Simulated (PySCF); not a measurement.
## Telling isomers of C$_{5}$H$_{6}$F$_{2}$OSi apart by NMR

Relativity neglected, rapidly exchanging positions averaged, in vacuum, one conformer. GFN2-xTB structure; shielding tensors at PBE0/pcSseg-1 (GIAO); PySCF 2.14.0 with density-fitted response routines.

Scale: TMS for 1H and 13C (reference shieldings calculated alike). Splittings of carbon signals by F and P are missing where no couplings were computed. Where no couplings were computed, multiplicities follow the n + 1 count of equivalent neighbours, and m marks all less simple cases (inequivalent or close neighbours, rings, F or P nearby). Shifts are as computed. Against solution values, carbons near 30 ppm lie about +3 ppm off and those near 130 ppm about +5 ppm. Of 1211 compounds with measured shifts, 218 miss one by over three times the rms of a fit or turn the order of signals round; such compounds aren't used in these exercises.

(1) Tabulate the signals of `C#C/C=C/CO[SiH](F)F`, `FC(F)c1ccc([SiH3])o1`, `C=C1OC=C([SiH3])C1(F)F`, `CC1=CC=CO[Si]1(F)F`, `C#C/C=C(/O[SiH3])C(F)F` and their relative energies.

(2) What is the quickest way to tell C=C1OC=C([SiH3])C1(F)F from CC1=CC=CO[Si]1(F)F?

(3) What is the quickest way to tell C=C1OC=C([SiH3])C1(F)F from C#C/C=C(/O[SiH3])C(F)F?

(4) What is the quickest way to tell FC(F)c1ccc([SiH3])o1 from C#C/C=C(/O[SiH3])C(F)F?

## Answers

(1) 
```json
{"SMILES": "C#C/C=C/CO[SiH](F)F", "carbon types": "1×C 3×CH 1×CH2", "δC": "153.0, 117.7, 90.3, 85.6, 67.6", "δH": "6.77 (m, 1H), 5.81 (m, 1H), 4.77 (d, 2H), 4.44 (m, 1H), 2.77 (d, 1H)", "E rel. (kcal/mol)": "58.7"}
{"SMILES": "FC(F)c1ccc([SiH3])o1", "carbon types": "2×C 3×CH", "δC": "163.7, 155.0, 131.6, 118.5, 116.0", "δH": "7.24 (m, 1H), 7.23 (m, 1H), 7.01 (m, 1H), 4.47 (s, 3H)", "E rel. (kcal/mol)": "114.3"}
{"SMILES": "C=C1OC=C([SiH3])C1(F)F", "carbon types": "3×C 1×CH 1×CH2", "δC": "166.1, 164.4, 131.5, 109.3, 102.7", "δH": "6.83 (m, 1H), 5.62 (m, 1H), 5.49 (m, 1H), 4.37 (s, 3H)", "E rel. (kcal/mol)": "127.1"}
{"SMILES": "CC1=CC=CO[Si]1(F)F", "carbon types": "1×C 3×CH 1×CH3", "δC": "155.3, 151.9, 130.5, 110.6, 23.6", "δH": "7.11 (m, 1H), 7.06 (m, 1H), 5.52 (m, 1H), 2.16 (s, 3H)", "E rel. (kcal/mol)": "0.0"}
{"SMILES": "C#C/C=C(/O[SiH3])C(F)F", "carbon types": "2×C 3×CH", "δC": "165.0, 117.0, 102.2, 94.8, 81.7", "δH": "7.35 (m, 1H), 5.54 (m, 1H), 5.17 (s, 3H), 3.05 (d, 1H)", "E rel. (kcal/mol)": "145.3"}
```

Energies are electronic energies at PBE0/pcSseg-1 on these geometries, without zero-point or thermal terms, each for the one conformer computed, which needn't be the lowest.

(2) Both give the same number of carbon signals, but DEPT or the intensities differ. The first has a β carbon of an enol-ether or enamine type C=C (CH2) at 102.7 ppm, the second an allylic methyl carbon (CH3) at 23.6 ppm. Their most deshielded carbons lie at 166.1 and 155.3 ppm.

(3) Both give the same number of carbon signals, but DEPT or the intensities differ. The first has a β carbon of an enol-ether or enamine type C=C (CH2) at 102.7 ppm, the second a β carbon of an enol-ether or enamine type C=C (CH) at 102.2 ppm. Their most deshielded carbons lie at 166.1 and 165.0 ppm. In the proton spectra the most deshielded non-exchanging signals are 6.83 (m, 1H) and 7.35 (m, 1H).

(4) Both give the same number of carbon signals, with the same numbers of each carbon type, so the positions decide. The first has an aromatic CH at 131.6 ppm, the second an alkyne carbon (C) at 81.7 ppm. Their most deshielded carbons lie at 163.7 and 165.0 ppm.
